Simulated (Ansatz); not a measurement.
GeH3 (SMILES [GeH3]), charge 0, multiplicity 2, relaxed at each level with Ansatz (a quantum-chemistry and plane-wave program); harmonic frequencies from differences of analytic forces, average atomic masses, frozen cores. Open shells are unrestricted.

```csv
level,harmonic frequencies (cm⁻¹),ZPE (eV),cost over HF/def2-TZVPP (rough)
HF/def2-TZVPP,794 928 928 2203 2212 2212,0.575,×1
r2SCAN/def2-TZVPP,665 858 858 2098 2143 2143,0.543,×2
B3LYP/def2-TZVPP,710 855 855 2062 2109 2109,0.539,×2
PBE0/def2-TZVPP,693 854 854 2099 2140 2140,0.544,×1
wB97X-V/def2-TZVPP,724 873 873 2135 2166 2166,0.554,×3
CCSD(T)/cc-pVTZ,707 861 861 2114 2141 2141,0.547,-
```
